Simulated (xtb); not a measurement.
BaCl$_{2}$, charge -1, doublet, geometry from GFN2-xTB (such geometries of metal compounds can be far from the true shape) (a state made from the parent by changing its charge; the spin is typed, not shown lowest); GFN2-xTB (xtb).

xtb was given this input:
```
$ xtb mol.xyz --gfn 2 --chrg -1 --uhf 1 --hess --json

# file mol.xyz
3

Ba     0.00338648     0.00412225     0.00467585
Cl     1.85484627     0.44365118    -1.75222559
Cl    -1.86600174    -0.45723037     1.73682281
```

The log (banner, timings and long lists left out):

```
   ID    Z sym.   atoms
    1   56 Ba     1
    2   17 Cl     2, 3

           -------------------------------------------------
          |                Calculation Setup                |
           -------------------------------------------------

           -------------------------------------------------
          |                 G F N 2 - x T B                 |
           -------------------------------------------------

          ...................................................
          :                      SETUP                      :
          :.................................................:
          :  # basis functions                  30          :
          :  # atomic orbitals                  27          :
          :  # shells                            9          :
          :  # electrons                        17          :
          :  max. iterations                   250          :
          :  Hamiltonian                  GFN2-xTB          :
          :  restarted?                      false          :
          :  GBSA solvation                  false          :
          :  PC potential                    false          :
          :  electronic temp.          300.0000000     K    :
          :  accuracy                    1.0000000          :
          :  -> integral cutoff          0.2500000E+02      :
          :  -> integral neglect         0.1000000E-07      :
          :  -> SCF convergence          0.1000000E-05 Eh   :
          :  -> wf. convergence          0.1000000E-03 e    :
          :  Broyden damping             0.4000000          :
          :  net charge                         -1          :
          :  unpaired electrons                  1          :
          ...................................................

 iter      E             dE          RMSdq      gap      omega  full diag
   1     -9.7713881 -0.977139E+01  0.868E+00    1.58       0.0  T
   2     -9.9052991 -0.133911E+00  0.629E+00    4.47       1.0  T
   3     -9.9204114 -0.151123E-01  0.173E+00    4.43       1.0  T
   4     -9.9217905 -0.137912E-02  0.107E+00    4.56       1.0  T
   5     -9.9219765 -0.185938E-03  0.274E-01    4.78       1.0  T
   6     -9.9219953 -0.188166E-04  0.114E-01    4.79       1.0  T
   7     -9.9219851  0.101452E-04  0.153E-01    4.75       1.0  T
   8     -9.9220037 -0.185523E-04  0.108E-01    4.78       1.0  T
   9     -9.9220041 -0.438185E-06  0.126E-02    4.78       4.6  T
  10     -9.9220041 -0.160921E-08  0.343E-02    4.78       1.7  T
  11     -9.9220044 -0.255485E-06  0.172E-02    4.78       3.4  T
  12     -9.9220045 -0.591019E-07  0.813E-04    4.78      71.0  T
  13     -9.9220045 -0.126269E-09  0.186E-04    4.78     310.6  T

   *** convergence criteria satisfied after 13 iterations ***

         :::::::::::::::::::::::::::::::::::::::::::::::::::::
         ::                     SUMMARY                     ::
         :::::::::::::::::::::::::::::::::::::::::::::::::::::
         :: total energy              -9.918656770874 Eh    ::
         :: gradient norm              0.000021067027 Eh/a0 ::
         :: HOMO-LUMO gap              4.781768436920 eV    ::
         ::.................................................::
         :: SCC energy                -9.922004649862 Eh    ::
         :: -> isotropic ES            0.174791815556 Eh    ::
         :: -> anisotropic ES         -0.002537598330 Eh    ::
         :: -> anisotropic XC         -0.000227028602 Eh    ::
         :: -> dispersion             -0.001644273090 Eh    ::
         :: repulsion energy           0.003347878988 Eh    ::
         :: add. restraining           0.000000000000 Eh    ::
         :: total charge              -1.000000000000 e     ::
         :::::::::::::::::::::::::::::::::::::::::::::::::::::

           -------------------------------------------------
          |                Numerical Hessian                |
           -------------------------------------------------
step length          :   0.00500
SCC accuracy         :   0.30000
Hessian scale factor :   1.00000
frozen atoms in %    :   0.00000    0
RMS gradient         :   0.00002
estimated CPU  time      0.00 min

writing file <hessian>.

 projected vibrational frequencies (cm⁻¹)
eigval :       -0.00    -0.00    -0.00    -0.00     0.00     0.00
eigval :       16.66   136.56   167.58
           -------------------------------------------------
          |                Property Printout                |
           -------------------------------------------------

    * Orbital Energies and Occupations

         #    Occupation            Energy/Eh            Energy/eV
      -------------------------------------------------------------
         1        2.0000           -0.8549879             -23.2654
         2        2.0000           -0.8511378             -23.1606
         3        2.0000           -0.2605192              -7.0891
         4        2.0000           -0.2459594              -6.6929
         5        2.0000           -0.2459590              -6.6929
         6        2.0000           -0.2431503              -6.6165
         7        2.0000           -0.2431500              -6.6164
         8        2.0000           -0.2418189              -6.5802
         9        1.0000           -0.1558511              -4.2409 (HOMO)
        10                          0.0198759               0.5409 (LUMO)
        11                          0.0198971               0.5414
        12                          0.1213835               3.3030
        13                          0.1213835               3.3030
        14                          0.1920563               5.2261
        15                          0.1920726               5.2266
        16                          0.2507451               6.8231
        17                          0.2509458               6.8286
        18                          0.2518116               6.8521
[...]
             Fermi-level           -0.1334113 Eh           -3.6303 eV

     #   Z          covCN         q      C6AA      α(0)
     1  56 Ba       1.366     0.414   700.259    83.840
     2  17 Cl       0.683    -0.707   123.056    16.965
     3  17 Cl       0.683    -0.707   123.056    16.965

 Mol. C6AA /au·bohr⁶  :       2230.607488
 Mol. C8AA /au·bohr⁸  :     355220.650226
 Mol. α(0) /au        :        117.770393

Wiberg/Mayer (AO) data.
largest (>0.10) Wiberg bond orders for each atom

 ---------------------------------------------------------------------------
     #   Z sym  total        # sym  WBO       # sym  WBO       # sym  WBO
 ---------------------------------------------------------------------------
     1  56 Ba   1.073 --     3 Cl   0.536     2 Cl   0.536
     2  17 Cl   0.556 --     1 Ba   0.536
     3  17 Cl   0.556 --     1 Ba   0.536
 ---------------------------------------------------------------------------

Topologies differ in total number of bonds
Writing topology from bond orders to xtbtopo.mol

molecular dipole:
                 x           y           z       tot (Debye)
 q only:        0.018       0.021       0.024
   full:        0.010       0.013       0.014       0.055
molecular quadrupole (traceless):
                xx          xy          yy          xz          yz          zz
 q only:       -9.284      -6.349      15.403      24.590       5.953      -6.119
  q+dip:       -9.704      -6.637      16.099      25.702       6.222      -6.396
   full:       -9.519      -6.510      15.792      25.212       6.103      -6.274

           -------------------------------------------------
          |               Frequency Printout                |
           -------------------------------------------------
 projected vibrational frequencies (cm⁻¹)
eigval :       -0.00    -0.00    -0.00    -0.00     0.00     0.00
eigval :       16.66   136.56   167.58
 reduced masses (amu)
   1: 41.96   2: 43.38   3: 96.04   4: 96.66   5: 79.90   6: 91.02   7: 70.14   8: 35.45
   9: 70.14
 IR intensities (km·mol⁻¹)
   1:  2.68   2:  4.39   3:  3.61   4:  3.11   5:  2.97   6:  6.04   7:  8.67   8:  0.00
   9: 37.51
 Raman intensities (Ä⁴*amu⁻¹)
   1:  0.00   2:  0.00   3:  0.00   4:  0.00   5:  0.00   6:  0.00   7:  0.00   8:  0.00
   9:  0.00
 output can be read by thermo (or use thermo option).
 writing <g98.out> molden fake output.
 recommended (thermochemical) frequency scaling factor: 1.0
           -------------------------------------------------
          |             Thermodynamic Functions             |
           -------------------------------------------------
Molecule has the following symmetry elements: (i) (Cinf) (C2) 2*(sigma)
It seems to be the Dinfh point group

din symmetry found (for desy threshold:  0.10E+00) used in thermo

          ...................................................
          :                      SETUP                      :
          :.................................................:
          :  # frequencies                           3      :
          :  # imaginary freq.                       0      :
          :  linear?                             false      :
          :  only rotor calc.                    false      :
          :  symmetry                              din      :
          :  rotational number                       1      :
          :  scaling factor                  1.0000000      :
          :  rotor cutoff                   50.0000000 cm⁻¹ :
          :  imag. cutoff                  -20.0000000 cm⁻¹ :
          :.................................................:

    mode    ω/cm⁻¹     T·S(HO)/kcal·mol⁻¹    T·S(FR)/kcal·mol⁻¹   T·S(vib)
   ------------------------------------------------------------------------
       1     16.66    -2.08633 (  1.22%)    -1.38126 ( 98.78%)    -1.38983
       2    136.56    -0.85019 ( 98.23%)    -0.75879 (  1.77%)    -0.84857
       3    167.58    -0.73417 ( 99.21%)    -0.69817 (  0.79%)    -0.73389
   ------------------------------------------------------------------------

   temp. (K)  partition function   enthalpy   heat capacity  entropy
                                   cal/mol     cal/K/mol   cal/K/mol   J/K/mol
 298.15  VIB   48.4                 1372.443      4.782      9.969
         ROT  0.467E+04              888.752      2.981     19.769
         INT  0.226E+06             2261.195      7.763     29.739
         TR   0.291E+28             1481.254      4.968     41.885
         TOT                        3742.4488    12.7307    71.6239   299.6744

       T/K    H(0)-H(T)+PV         H(T)/Eh          T*S/Eh         G(T)/Eh
   ------------------------------------------------------------------------
    298.15    0.596397E-02    0.669480E-02    0.340308E-01   -0.273360E-01
   ------------------------------------------------------------------------

         :::::::::::::::::::::::::::::::::::::::::::::::::::::
         ::                  THERMODYNAMIC                  ::
         :::::::::::::::::::::::::::::::::::::::::::::::::::::
         :: total free energy          -9.945992795530 Eh   ::
         ::.................................................::
         :: total energy               -9.918656770883 Eh   ::
         :: zero point energy           0.000730826356 Eh   ::
         :: G(RRHO) w/o ZPVE           -0.028066851002 Eh   ::
         :: G(RRHO) contrib.           -0.027336024647 Eh   ::
         :::::::::::::::::::::::::::::::::::::::::::::::::::::

           -------------------------------------------------
          | TOTAL ENERGY               -9.918656770883 Eh   |
          | TOTAL ENTHALPY             -9.911961972770 Eh   |
          | TOTAL FREE ENERGY          -9.945992795530 Eh   |
          | GRADIENT NORM               0.000021118396 Eh/α |
          | HOMO-LUMO GAP               4.781776865858 eV   |
           -------------------------------------------------

normal termination of xtb
```
